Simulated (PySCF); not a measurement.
C5H5I, SMILES C1(=CCC=C1)I.

Geometry: PBE0-D3(BJ)/def2-SVP. The def2 effective core potentials stand for the cores of I; spin–orbit coupling is left out. The values are those of a single conformer.

Two levels are set side by side: PBE/def2-TZVP (PySCF) and HF/def2-TZVP (PySCF). Same geometry, gas phase. Differences are taken from unrounded values.

| quantity | HF | PBE | PBE minus HF |
|---|---|---|---|
| orbital gap (eV) | 11.26 | 3.63 | -7.63 |
| highest occupied level (eV) | -8.53 | -5.47 | 3.06 |
| lowest empty level (eV) | 2.73 | -1.85 | -4.58 |
| dipole moment (D) | 2.16 | 2.00 | -0.16 |
| mean polarisability (bohr³) | 84.0 | 89.1 | 5.1 |

PBE's occupied levels lie high since its potential decays too fast outside the molecule; exact exchange lowers them and widens the gap. PBE's more diffuse valence density responds more strongly to a field. Differences between two approximate levels are no errors against the true value.

Rough cost on one machine, each run with all the roots and properties that it gave: HF against PBE about 1/3.
